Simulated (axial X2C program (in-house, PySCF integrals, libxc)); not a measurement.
YSb: a run with one poor setting

Computed with an in-house all-electron X2C program for linear molecules (integrals from PySCF). Two-component (2c) means X2C with spin–orbit coupling and atomic mean-field two-electron Coulomb and Gaunt terms. Basis: Sb dyall-v2z [9s9p7d], Y dyall-v2z [9s10p7d2f] (cores contracted in-house); Gaussian nuclei, density fitting, unrestricted open shells. Masses: Sb 120.904 u, Y 88.906 u.

One setting of this run was spoiled on purpose, so its numbers are not properties of YSb. Level: r2SCAN0, two-component; state Ω = 2 (⟨Sz⟩ = 1.00, ⟨Lz⟩ = 1.00 at r2SCAN0).

```json
{"R (Å)": "2.415", "E − E(lowest point) (eV)": "0.9317", "SCF iterations": "13"}
{"R (Å)": "2.526", "E − E(lowest point) (eV)": "0.3768", "SCF iterations": "12"}
{"R (Å)": "2.609", "E − E(lowest point) (eV)": "0.1434", "SCF iterations": "14"}
{"R (Å)": "2.693", "E − E(lowest point) (eV)": "0.0278", "SCF iterations": "14"}
{"R (Å)": "2.776", "E − E(lowest point) (eV)": "0.0000", "SCF iterations": "13"}
{"R (Å)": "2.873", "E − E(lowest point) (eV)": "0.0472", "SCF iterations": "14"}
{"R (Å)": "2.970", "E − E(lowest point) (eV)": "0.1541", "SCF iterations": "16"}
{"R (Å)": "3.095", "E − E(lowest point) (eV)": "0.3417", "SCF iterations": "17"}
{"R (Å)": "3.248", "E − E(lowest point) (eV)": "0.5832", "SCF iterations": "17"}
{"R (Å)": "3.470", "E − E(lowest point) (eV)": "not converged", "SCF iterations": "16"}
```

Fit: Re 2.766 Å, ωe 225.0 cm⁻¹, residual 1.4 microhartree, De 1.84 eV.

Output at the reference distance:

```
two-component X2C + atomic mean field  r2SCAN0
basis functions 159  fitting functions 970  grid points 348
iter        total energy     max residual
   1      -9861.755349998     1.23e-01
   2      -9861.758678078     4.85e-03
   3      -9861.755592444     1.08e-02
   4      -9861.758529604     5.47e-03
   5      -9861.759491978     2.64e-04
   6      -9861.759506677     2.23e-04
   7      -9861.759514445     1.46e-04
   8      -9861.759518536     6.74e-05
   9      -9861.759519912     3.76e-05
  10      -9861.759520604     2.51e-05
  11      -9861.759520724     6.37e-06
  12      -9861.759520735     2.59e-06
  13      -9861.759520736     1.05e-06
converged
one-electron -14325.14355281  Coulomb 4371.88967925  exact exchange -69.40550080  xc functional -213.01943645  nuclear repulsion 379.15470912  atomic mean-field constant -5.23541905
```

Problem. Which setting was spoiled?
A. an excited determinant was followed
B. integration grid too coarse
C. density fitting set too sparse
D. virtual space cut too low
E. too few iterations allowed

Solution. B. Integration grid too coarse: 30 radial and 6 angular points an atom against the usual 100 and 30 (atoms up to Ar take three quarters of the radial points).
